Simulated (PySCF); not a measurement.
Unrelated species, one level of theory. Computed with TDDFT PBE0/def2-SVPD, vertical, gas phase, core orbitals frozen in the response in PySCF. Geometries: GFN2-xTB; one conformer of each isolated species. Triplets are in the Tamm–Dancoff approximation. Ions are computed without counter-ions or solvent.

Task: Rank by computed HOMO energy, highest first.
A. `C=C([C+](C)C)C(F)F`
B. `CSc1cpc(Cl)cp1`
C. `Cl[C@@H]1CC[C@@H]2O[C@@H]2C1`
D. `N[SiH2]CC(N)=O`
E. `C=CSC[S@@](C)=O`
F. `CC(Cl)Cl`

Result: B (-6.52 eV), E (-6.74 eV), D (-7.17 eV), C (-7.97 eV), F (-8.70 eV), A (-14.23 eV).

```csv
SMILES,HOMO (eV),f (S1),first f ≥ 0.01 (nm),gap (eV),α (au),S1 mainly
CSc1cpc(Cl)cp1,-6.52,0.033,393,3.88,151.5,H→L (90%)
C=CSC[S@@](C)=O,-6.74,0.002,215,6.51,97.4,H→L+1 (75%)
N[SiH2]CC(N)=O,-7.17,0.004,183,7.19,70.6,H→L+1 (50%)
Cl[C@@H]1CC[C@@H]2O[C@@H]2C1,-7.97,0.011,174,8.33,82.6,H→L (79%)
CC(Cl)Cl,-8.70,0.000,177,8.55,54.3,H-1→L (96%)
C=C([C+](C)C)C(F)F,-14.23,0.004,259,5.30,71.2,H-1→L (69%)
```

H and L stand for HOMO and LUMO.
